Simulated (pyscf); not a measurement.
A first-order saddle from PySCF, ωB97X-D3(BJ)/def2-SVPD:

```xyz
12

Cl     1.0538     0.0295     2.0306
C     -0.0679     0.7865    -0.6998
C     -0.6625    -0.2411     0.2163
C     -1.8356     0.1389     1.0696
Br    -2.0472    -1.4842    -1.6240
H      0.3288     1.6082    -0.0883
H      0.7419     0.3579    -1.2996
H     -0.8499     1.1714    -1.3677
H     -0.2357    -1.2303     0.2806
H     -2.1970    -0.7187     1.6469
H     -2.6447     0.5112     0.4273
H     -1.5201     0.9336     1.7591
```
Charge -1, spin multiplicity 1.

Surface: singlet, charge -1. Lowest wavenumbers (cm⁻¹): 376i, 99, 114, 147, 165.

Task: Name the species on either side of this saddle.

Result: chloride (Cl⁻) + H₃C–CH(CH₃)–Br <-> H₃C–CH(CH₃)–Cl + bromide (Br⁻), a substitution at C read from left to right: Br–C broken and C–Cl formed. At ωB97M-D3(BJ)/def2-TZVPD it lies +0.11 eV from the left side and +0.51 eV from the right (each side as separated species at their lowest minima found). On the reactant side the descent ends in a bound adduct, 0.58 eV under the separated species and 0.77 eV under the saddle at ωB97X-D3(BJ)/def2-TZVPD. On the product side the descent ends in a bound adduct, 0.50 eV under the separated species and 1.05 eV under the saddle at ωB97X-D3(BJ)/def2-TZVPD. One saddle was located; it need not be the lowest between these sides. The angle at the attacked C is 157°. Elements up to Kr have no core potential and no relativistic terms here.
